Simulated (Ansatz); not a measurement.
Reaction (atomization): `S/C=[N]/[GeH2][Cl]` → C• + Cl• + Ge• + 4 H• + N• + S•

Calculated with Ansatz (gas phase, PBE0-D4/def2-TZVP geometries, no zero-point term in ΔE). CCSD(T)/CBS is the MP2 limit (def2-TZVPP, def2-QZVPP) plus CCSD(T) − MP2 in def2-TZVPP, frozen cores. This one scheme is used for every species, atoms too. Functionals use def2-TZVPP. Open shells (•) are unrestricted, without spin–orbit coupling. Spin–orbit coupling would lower the free atoms: a little for C, Cl, S; clearly for Ge. For Ge outer-core shells are correlated without core-valence functions, so the limit isn't a true one: a few kJ/mol of doubt a bond, and 10 to 20 or more in all where bonds break to atoms. Scalar relativity is left out up to krypton. Each species was taken in one conformer, which may not be the lowest.

```json
{"level": "BHLYP-D4", "ΔE (kcal/mol)": "672.2"}
{"level": "B2PLYP", "ΔE (kcal/mol)": "690.7"}
{"level": "r2SCAN", "ΔE (kcal/mol)": "702.8"}
{"level": "PBE0", "ΔE (kcal/mol)": "698.0"}
```

Question: What does CCSD(T)/CBS give? (Best estimate.)

Answer: The calculation gave: +700.5 kcal/mol. The listed levels differ from it by -28.3, -9.8, 2.3, -2.5 kcal/mol.

Largest T1 diagnostic among the species: 0.013.

Leaving LDA and LC-ωPBE aside and taking each functional with its dispersion term where it has one, the values, not all of them listed here, spread over 49.4 kcal/mol, from BHLYP-D4 to PBE-D4. LDA lies +104.7 kcal/mol from PBE without D4, its usual overbinding. In def2-TZVPP, CCSD(T) changes the Hartree–Fock value by +210.7 kcal/mol (the triples alone add +16.2 kcal/mol) and MP2 by +224.7 kcal/mol; breaking electron pairs costs correlation energy, which Hartree–Fock lacks. From PBE to PBE0 (25 % exact exchange), in def2-TZVPP and without D4, ΔE moves by −17.9 kcal/mol: exact exchange takes away binding that semilocal exchange gives to molecules.

For atomizations the MP2-based limit and the directly extrapolated one differ by several kJ/mol either way, and by 10 to 25 for some Ge, Se and Sn compounds, so smaller differences from it don't rank the levels.
